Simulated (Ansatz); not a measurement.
GeCl, multiplicity 2 (the spin of the measured ground state), most abundant isotopes (34.9689 and 73.9212 u). Constants from fifth-degree fits in 1/R to seven points on the lowest solution found; no spin–orbit coupling, no relativity up to Kr; ω_e x_e and α_e move by some per cent with the fit.

Correlated levels freeze the inner cores; with def2 sets outer-core shells near the valence are correlated too. CBS(a, b) extrapolates the correlation energy as X⁻³ and adds the Hartree–Fock energy of set b.

Codes used: Ansatz (a quantum-chemistry and plane-wave program). 

```csv
level,r_e (Å),ω_e (cm⁻¹),ω_e x_e (cm⁻¹),α_e (cm⁻¹)
PBE/def2-TZVPP,2.1933,392.2,1.32,0.000728
"CCSD(T)/CBS(def2-TZVPP, def2-QZVPP)",2.1598,414.2,1.40,0.000736
```

D_e from total energies of the atoms and the molecule: 4.33 eV at PBE/def2-TZVPP.

Question: Derive the rotational constants, the centrifugal constant, the fundamental, the zero-point energy and the force constant, and test the Morse rule for the well depth.

Answer: 
μ = 23.73898 u.
- PBE/def2-TZVPP: B_e = 16.8576/(μ r_e²) = 0.14762 cm⁻¹; B₀ = B_e − α_e/2 = 0.14725 cm⁻¹; D = 4B_e³/ω_e² = 8.37e-08 cm⁻¹; fundamental ω_e − 2ω_e x_e = 390 cm⁻¹; zero-point energy ω_e/2 − ω_e x_e/4 = 196 cm⁻¹; k = μ(2πcω_e)² = 215 N/m; a Morse well would hold ω_e²/(4ω_e x_e) = 3.62 eV against the computed D_e of 4.33 eV
- CCSD(T)/CBS(def2-TZVPP, def2-QZVPP): B_e = 16.8576/(μ r_e²) = 0.15224 cm⁻¹; B₀ = B_e − α_e/2 = 0.15187 cm⁻¹; D = 4B_e³/ω_e² = 8.23e-08 cm⁻¹; fundamental ω_e − 2ω_e x_e = 411 cm⁻¹; zero-point energy ω_e/2 − ω_e x_e/4 = 207 cm⁻¹; k = μ(2πcω_e)² = 240 N/m

Measured for the ground state: r_e 2.164 Å [NIST CCCBDB]; ω_e 405.79 cm⁻¹ [NIST CCCBDB].
